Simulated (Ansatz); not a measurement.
C$_{3}$H$_{8}$NO (SMILES CN(C)C=[OH+]), charge +1, singlet, at a GFN2-xTB geometry, atoms displaced at random by about 0.03 Å a coordinate; Ansatz (a first-principles code) with HF/6-31G, gradient.

The Ansatz input:
Ansatz 0.2 input:
```yaml
crystal:
  periodic: [false, false, false]
  atoms:
    - {symbol: C, position_ang: [-0.74989303, -1.12108222, 0.65689539]}
    - {symbol: N, position_ang: [-0.31000231, 0.17684927, 0.18326469]}
    - {symbol: C, position_ang: [-1.24359661, 1.22460565, 0.34136872]}
    - {symbol: C, position_ang: [0.83388266, 0.39020446, -0.46196090]}
    - {symbol: O, position_ang: [1.62433235, -0.62350328, -0.66605616]}
    - {symbol: H, position_ang: [-0.93205926, -1.11573748, 1.59967066]}
    - {symbol: H, position_ang: [0.00059741, -1.89168847, 0.34966268]}
    - {symbol: H, position_ang: [-1.63027311, -1.44204052, 0.08485266]}
    - {symbol: H, position_ang: [-0.89009714, 2.21656539, -0.08033353]}
    - {symbol: H, position_ang: [-1.45973099, 1.30142853, 1.37645723]}
    - {symbol: H, position_ang: [-2.23215471, 1.00359456, -0.19717204]}
    - {symbol: H, position_ang: [0.99601134, 1.38322995, -0.79141875]}
    - {symbol: H, position_ang: [2.45743047, -0.36042973, -1.09316915]}
basis:
  gaussian:
    orbitals: 6-31G
hamiltonian:
  xc: hf
total_charge: 1
output: {forces: true}
```

### Question
What does Ansatz print? Leave out banner, timings and long lists.

### Answer

```
Functional definition: HF
844 factors; integrals over basis functions are off by at most 2.3e-4 eV
mean field evaluation 1: about -6722.6684 eV, gradient 4.2e1 eV
mean field evaluation 2: about -6722.6721 eV, gradient 4.2e1 eV
mean field evaluation 4: about -6726.5737 eV, gradient 3.6e0 eV
mean field evaluation 8: about -6726.6121 eV, gradient 3.3e-4 eV
mean field -6726.61205677 eV, -247.1984336249 hartree, gradient 1.8e-5 eV, S^2 0.000000; 0 other end points of the search recorded, 0 dependent functions left out
the calculation of the forces begins
reference -6726.61205677 eV, -247.1984336249 hartree; 20, 20 occupied and 41, 41 virtual orbitals, 844 factors
Total energy: -6726.61205677 eV, -247.1984336249 hartree
Atom 0 at    -0.749893    -1.121082     0.656895 Å, force     1.746469    -2.699269    -7.481614 eV/Å
Atom 1 at    -0.310002     0.176849     0.183265 Å, force     3.801211     0.098295    -2.547376 eV/Å
Atom 2 at    -1.243597     1.224606     0.341369 Å, force    -2.678039     2.624084    -1.582274 eV/Å
Atom 3 at     0.833883     0.390204    -0.461961 Å, force    -4.329987    -1.542964     2.408112 eV/Å
Atom 4 at     1.624332    -0.623503    -0.666056 Å, force     1.499106     1.308821    -0.781390 eV/Å
Atom 5 at    -0.932059    -1.115737     1.599671 Å, force    -1.008102     0.098774     6.196744 eV/Å
Atom 6 at     0.000597    -1.891688     0.349663 Å, force    -0.647658     0.984908     0.975444 eV/Å
Atom 7 at    -1.630273    -1.442041     0.084853 Å, force     0.113713     0.594387     0.445375 eV/Å
Atom 8 at    -0.890097     2.216565    -0.080334 Å, force    -0.347029    -1.536490     0.865713 eV/Å
Atom 9 at    -1.459731     1.301429     1.376457 Å, force    -0.272343     0.540744     0.706026 eV/Å
Atom 10 at    -2.232155     1.003595    -0.197172 Å, force     1.795588     0.148191     0.853608 eV/Å
Atom 11 at     0.996011     1.383230    -0.791419 Å, force     0.686769     0.328400    -0.338885 eV/Å
Atom 12 at     2.457430    -0.360430    -1.093169 Å, force    -0.359696    -0.947880     0.280517 eV/Å
Dipole moment:     0.339547     0.470657    -0.294949 e Å
```
